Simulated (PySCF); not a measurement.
# Ar+: excitation energy

Ar+ [Ne] 3s2 3p5 (2P) → Ar+ [Ne] 3s2 3p4 4s1 (4P), as a difference of total energies. Computed with PySCF 2.14 in aug-cc-pwCVTZ, with the non-relativistic Hamiltonian (point nucleus). Correlated levels: valence: [Ne] frozen. The calculations carry no spin-orbit coupling.

```csv
method,excitation energy (eV),error (eV)
UHF,15.996,-0.652
MP2 (valence),16.553,-0.095
SCS-MP2 (valence),16.681,+0.033
CCSD (valence),16.516,-0.132
CCSD(T) (valence),16.520,-0.128
```

Reference: 16.648 eV (measured; NIST levels, between the centres of gravity of the two terms).

Errors of the correlated levels include the incompleteness of this basis and the frozen core.
